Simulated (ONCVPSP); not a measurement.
# Building the ONCV potential for Hg (PBE, scalar-relativistic).

- Element: mercury
- Generator: ONCVPSP 4.0.1
- Type: optimised norm-conserving Vanderbilt (ONCV)
- Functional: PBE
- Relativity: scalar-relativistic
- Frozen core: [Kr] 4d10 4f14
- Valence charge: 20
- Reference configuration: 5s2 5p6 5d10 6s1.5 (charge +0.5)
- Partial waves: 5s+6s: rc 1.15 bohr, ncon 5, nbas 8, qcut 13.3 1/bohr, 2 projectors; 5p: rc 0.45 bohr, ncon 4, nbas 8, qcut 15.2 1/bohr, 2 projectors, debl 1.4 Ha; 5d: rc 1.25 bohr, ncon 5, nbas 9, qcut 6.6 1/bohr, 2 projectors, debl 3.1 Ha
- Local potential: polynomial inside 0.40 bohr (lpopt 5, dvloc0 2 Ha)
- Core correction: polynomial model core, fcfact 0.55

All-electron outer shells of the reference configuration (PBE, scalar-relativistic, ld1.x):

```tsv
shell	level (eV)	outermost node (bohr)	outermost maximum (bohr)
5s	-122.57	0.47	0.82
4f	-100.26	–	0.37
5p	-70.92	0.51	0.93
5d	-14.21	0.55	1.17
6s	-10.65	1.08	2.18
```

Question: Does the generator finish with these settings?

Answer: No. ONCVPSP 4.0.1 stopped with "ERROR pspot: first pseudo wave function has node, program will stop": the optimised pseudo-wave of the first projector has a node, so the radial equation cannot be inverted for a potential. The 5p radius of 0.45 bohr lies inside the outermost node of the all-electron wave at 0.51 bohr. It happened in the s channel.
